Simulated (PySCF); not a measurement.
**Nonlinear optical response: SMILES ClC=C=C([Se]C)Cl, C$_{4}$H$_{4}$Cl$_{2}$Se**

Geometry:
```json
{"atom": "C1", "x (Å)": "-1.580", "y (Å)": "-0.588", "z (Å)": "-0.180"}
{"atom": "Se2", "x (Å)": "-1.748", "y (Å)": "1.016", "z (Å)": "0.891"}
{"atom": "C3", "x (Å)": "0.089", "y (Å)": "1.497", "z (Å)": "0.886"}
{"atom": "Cl4", "x (Å)": "0.411", "y (Å)": "2.892", "z (Å)": "1.867"}
{"atom": "C5", "x (Å)": "1.035", "y (Å)": "0.867", "z (Å)": "0.236"}
{"atom": "C6", "x (Å)": "1.941", "y (Å)": "0.183", "z (Å)": "-0.412"}
{"atom": "Cl7", "x (Å)": "2.766", "y (Å)": "-1.187", "z (Å)": "0.272"}
{"atom": "H8", "x (Å)": "-1.227", "y (Å)": "-0.338", "z (Å)": "-1.189"}
{"atom": "H9", "x (Å)": "-0.888", "y (Å)": "-1.292", "z (Å)": "0.302"}
{"atom": "H10", "x (Å)": "-2.584", "y (Å)": "-1.029", "z (Å)": "-0.236"}
{"atom": "H11", "x (Å)": "2.259", "y (Å)": "0.408", "z (Å)": "-1.435"}
```

Level of theory: quadratic response CAM-B3LYP/aug-cc-pVDZ first hyperpolarisability, Taylor convention, gas phase (PySCF). Geometry: PBE0-D3(BJ)/def2-SVP.

The calculation is non-relativistic, which matters for the atoms heavier than Zn.

Problem. What is the first hyperpolarisability, and how does it disperse?

Solution. In au, Taylor convention; the vector part is βᵢ = ⅓ Σⱼ (βᵢⱼⱼ + βⱼᵢⱼ + βⱼⱼᵢ); β∥ is 3/5 of the vector part along the dipole, the dipole points from − to +:
| process | λ (nm) | β vector norm | β∥ | β HRS | depolarisation ratio |
| --- | --- | --- | --- | --- | --- |
| static β(0;0,0) | ∞ | 72.6 | 19.3 | 67.9 | 1.82 |
| second harmonic β(−2ω;ω,ω) | 1907 | 79.7 | 23.5 | 74.8 | 1.82 |
| Pockels β(−ω;ω,0) | 1907 | 74.6 | 20.6 | – | – |
| second harmonic β(−2ω;ω,ω) | 1064 | 111.1 | 35.8 | 96.1 | 1.90 |
| Pockels β(−ω;ω,0) | 1064 | 80.3 | 23.9 | – | – |

Problem. Which lowest excitations, dipole and polarisabilities go with it?

Solution. S1 4.04 eV (f = 0.000); S2 4.99 eV (f = 0.000); S3 5.13 eV (f = 0.163); dipole 2.26 D; isotropic α 112.7 au static, 113.2 au at 1907 nm, 114.3 au at 1064 nm, 114.8 au at 953.5 nm, 119.9 au at 532 nm.
